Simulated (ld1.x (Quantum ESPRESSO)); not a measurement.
Co: excitation energies, all-electron against ultrasoft

Co, ultrasoft, made with ld1.x (Quantum ESPRESSO) 7.5 (LDA (PZ), scalar-relativistic). Core [Ne] 3s2, reference 3p6 3d7 4s2 4p0. Waves: 4s (bound): rcut 1.95, rcutus 2.25 bohr; 4s channel at 0.2 Ry: rcut 1.95, rcutus 2.25 bohr; 3p (bound): rcut 1.15, rcutus 1.20 bohr; 4p (bound, empty): rcut 1.15, rcutus 1.20 bohr; 3d (bound): rcut 0.85, rcutus 1.10 bohr; 3d channel at 1.85 Ry: rcut 0.85, rcutus 1.10 bohr. Local part: all-electron potential smoothed inside 1.25 bohr (lloc = -2). Core correction: Bessel-smoothed model core inside 1.10 bohr. Augmentation charge: PSQ, inside the norm-conserving radii.

Energies are relative to the spin-unpolarised reference configuration 3p6 3d7 4s2 4p0; without spin polarisation the order of configurations can differ from experiment. Spin-polarised rows fill each open shell by Hund’s rule, majority spin first.

| valence configuration | charge | ΔE all-electron (eV) | error AE − PS (meV) |
| --- | --- | --- | --- |
| 3p6 3d7 4s1 4p0 | +1 | 9.296 | -3.1 |
| 3p6 3d7 4s0 4p0 | +2 | 26.380 | -20 |
| 3p6 3d6 4s0 4p0 | +3 | 62.569 | -12 |
| 3p5 3d7 4s2 4p0 | +1 | 73.421 | -108 |
| 3p6 3d7 4s0 4p2 | 0 | 9.145 | -9.9 |
| 3p6 3d8 4s0 4p0 | +1 | 6.705 | -46 |
| 3p6 3d7 4s2 4p0 (spin-polarised) | 0 | -1.983 | +154 |
| 3p6 3d7 4s1 4p0 (spin-polarised) | +1 | 6.717 | +145 |

**Question.** What are ΔE and the potential's error for 3p6 3d7 4s1.5 4p0?

**Answer.** ΔE = 3.721 eV all-electron; the error (AE − PS) is -0.7 meV.

Levels in the configuration 3p6 3d7 4s2 4p0 (spin-polarised):

```csv
level,all-electron (eV),pseudo (eV)
3p up,-66.742,-66.877
3d up,-9.559,-9.633
4s up,-5.915,-5.913
3p down,-63.727,-63.501
3d down,-6.917,-6.788
4s down,-5.405,-5.409
```
